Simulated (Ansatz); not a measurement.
The inner images of a band of AlBrH4 (6 atoms, charge 0, multiplicity 1) are given out of order.

All numbers below come from RKS PBE0-D4/def2-mTZVP in Ansatz 0.2.0.

First end point:

```xyz
6
Properties=species:S:1:pos:R:3
Al 0.003 0.166 0.007
H -0.002 0.737 1.496
H 1.374 0.095 -0.796
H -1.375 0.018 -0.775
Br 0.086 -2.470 0.947
H 0.070 -2.077 2.326
```

Last end point:

```xyz
6
Properties=species:S:1:pos:R:3
Al 0.023 -0.642 -0.247
H 0.007 0.295 2.012
H 1.399 0.107 -0.434
H -1.395 0.027 -0.419
Br 0.090 -2.885 0.098
H 0.031 -0.433 2.195
```

Put them in order from the first end to the last, with their energies above the first end.
A.
```xyz
6
Properties=species:S:1:pos:R:3
Al 0.012 -0.199 0.018
H 0.015 0.055 1.738
H 1.411 0.141 -0.628
H -1.411 0.065 -0.611
Br 0.083 -2.580 0.926
H 0.045 -1.014 1.761
```
B.
```xyz
6
Properties=species:S:1:pos:R:3
Al 0.005 0.084 0.031
H 0.003 0.487 1.581
H 1.388 0.105 -0.752
H -1.388 0.027 -0.733
Br 0.085 -2.548 0.963
H 0.063 -1.686 2.114
```
C.
```xyz
6
Properties=species:S:1:pos:R:3
Al 0.007 -0.008 0.056
H 0.009 0.268 1.660
H 1.404 0.110 -0.681
H -1.404 0.032 -0.664
Br 0.085 -2.593 1.013
H 0.055 -1.339 1.820
```
D.
```xyz
6
Properties=species:S:1:pos:R:3
Al 0.019 -0.430 -0.084
H 0.014 0.029 1.838
H 1.401 0.181 -0.546
H -1.400 0.103 -0.532
Br 0.085 -2.653 0.692
H 0.037 -0.761 1.835
```
E.
```xyz
6
Properties=species:S:1:pos:R:3
Al 0.022 -0.563 -0.176
H 0.010 0.157 1.930
H 1.393 0.163 -0.470
H -1.391 0.084 -0.456
Br 0.088 -2.776 0.391
H 0.033 -0.597 1.986
```

B (+5.2 kJ/mol), C (+11.0 kJ/mol), A (-14.5 kJ/mol), D (-95.4 kJ/mol), E (-125.1 kJ/mol).

The run took 40 s on 1 thread of Intel(R) Xeon(R) 6975P-C (Granite Rapids) (shared host), peak memory 0.15 GiB.
